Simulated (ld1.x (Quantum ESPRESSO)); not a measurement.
# Before and after: RRKJ potential for Au (Z = 79)

gold (Au), norm-conserving RRKJ (Kleinman–Bylander form), made with ld1.x (Quantum ESPRESSO) 7.5 (PBE, scalar-relativistic). Core [Kr] 4d10 4f14 5s2, reference 5p6 5d10 6s1 6p0. Waves: 6s (bound): rc 2.10 bohr; 5p (bound): rc 1.75 bohr; 5d (bound): rc 2.20 bohr. Local part: all-electron potential smoothed inside 1.95 bohr (lloc = -1). Core correction: none. rho0 = 0.005.

Change: wave 5p (bound): rc 1.75 bohr becomes 5p (bound): rc 1.82 bohr.

Cutoffs: the cutoffs (Ry, on a coarse ladder) from which the occupation-weighted sum of valence levels, in a spherical-Bessel basis at the reference potential, stays within 10 and 1 mRy of its value at 400 Ry; they do not see the model core or the augmentation charge, which bear on the density cutoff. Errors are all-electron minus pseudo energies relative to the spin-unpolarised reference configuration.

Task: How do hardness, ghosts and transferability respond?

Result: The potential gets neither clearly harder nor softer (35 Ry and 45 Ry → 35 Ry and 40 Ry); both files keep a bound ghost (s); of the 7 tests that both files solve, the error grows in 1 and shrinks in 0 by more than 15 % and 0.3 meV (median size 10.2 → 10.2 meV); the range in which the p phases agree narrows (upper end at the end of the scan → 0.7).

| quantity | base | changed |
| --- | --- | --- |
| cutoff, loose | 35 Ry | 35 Ry |
| cutoff, tight | 45 Ry | 40 Ry |
| bound ghosts | s | s |
| error for 5p6 5d10 6s0 6p0, meV [ΔE 9.41 eV] | -10 | -10 |
| error for 5p6 5d9 6s0 6p0, meV [ΔE 30.62 eV] | -9.0 | -9.0 |
| error for 5p6 5d8 6s0 6p0, meV [ΔE 64.49 eV] | -0.4 | -0.3 |
| error for 5p6 5d9 6s2 6p0, meV [ΔE 1.69 eV] | -16 | -16 |
| error for 5p6 5d10 6s0 6p1, meV [ΔE 5.25 eV] | +12 | +16 |
| error for 5p6 5d7 6s0 6p0, meV [ΔE 112.21 eV] | +44 | +45 |
| error for 5p6 5d10 6s0.5 6p0, meV [ΔE 3.77 eV] | -2.9 | -2.9 |
| s: phases at 2.40 bohr within 0.05 rad from the reference energy up to (Ry; the scan ends near 5) | to the end of the scan | to the end of the scan |
| p: phases at 2.40 bohr within 0.05 rad from the reference energy up to (Ry; the scan ends near 5) | to the end of the scan | 0.7 |
| d: phases at 2.40 bohr within 0.05 rad from the reference energy up to (Ry; the scan ends near 5) | 2.5 | 2.5 |

 A true bound ghost makes a file unfit for plane-wave use even where its test errors are small: the radial tests pick states by their node count and pass the ghost by.
